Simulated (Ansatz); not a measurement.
Z-matrix (Å, degrees):
```
Ge
N 1 1.863
H 1 1.534 2 107.5
H 1 1.534 2 107.4 3 -118.6
H 1 1.546 2 110.2 3 120.7
C 2 1.258 1 119.3 3 -120.8
H 6 1.097 2 119.6 1 -180.0
H 6 1.103 2 125.1 1 0.0
```

Charge 0, multiplicity 1.

Problem. List the r2SCAN/def2-TZVPP orbital energies in eV (Ansatz 0.2.0). (Best estimate.)

Solution. Ansatz gave: Occupied: -10834.33, -1349.43, -1199.48, -1199.47, -1199.47, -385.29, -274.49, -167.63, -117.34, -117.30, -117.30, -30.68, -30.62, -30.60, -30.55, -30.53, -23.50, -15.99, -14.09, -11.78, -10.43, -9.45, -8.63, -8.12, -6.00. Lowest empty: -1.60, 0.22, 0.85, 1.41, 1.42, 2.29, 3.59, 4.55.
